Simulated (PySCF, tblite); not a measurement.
Compound: C₆H₁₄NP.
Z-matrix (Å and degrees, GFN2-xTB geometry), rows numbered from 1:
```
C 
C   1  1.5205
C   2  1.4900  1  113.57
P   3  1.6716  2  124.84  1     0.97
C   4  1.8817  3   99.33  2  -179.12
N   5  1.4442  4  112.05  3    43.97
C   6  1.4479  5  112.07  4  -164.98
C   6  1.4458  5  111.34  4    69.44
H   1  1.0881  2  110.07  3    59.23
H   1  1.0878  2  110.12  3   -59.86
H   1  1.0877  2  110.84  3   179.62
H   2  1.0962  1  109.65  3   121.84
H   2  1.0962  1  109.73  3  -121.71
H   3  1.0842  2  115.86  1  -176.78
H   5  1.0949  4  107.24  3   -75.71
H   5  1.1056  4  108.16  3   168.63
H   7  1.1015  6  112.74  5   -63.31
H   7  1.0893  6  109.40  5    57.67
H   7  1.0896  6  108.86  5   176.19
H   8  1.0909  6  108.85  5   -56.62
H   8  1.1012  6  112.57  5    63.77
H   8  1.0891  6  109.23  5  -175.14
```

Jobs on this species (22 atoms, 72 electrons) with PySCF (density fitting) and tblite. Hardware of each: one thread of an Intel Xeon Platinum 8375C at 2.90 GHz, shared host. Times come from a shared host and carry two figures at best.

| level and settings | work | basis functions | SCF cycles | wall time |
| --- | --- | --- | --- | --- |
| PBE0/pcSseg-1 | shieldings, charges and field gradients | 213 | ? | ? |
| GFN2-xTB | L-BFGS relaxation | – | – | 1.6 s |
| GFN2-xTB | Hessian by finite differences | – | – | 1.1 s |

Q: Fill in the missing figures.

A: 
- PBE0/pcSseg-1; shieldings, charges and field gradients: 48 s, 14 SCF cycles

Q: What do all jobs in the table cost together?

A: About 51 s; the longest takes about 95 % of that, and about 44 times as long as the shortest.
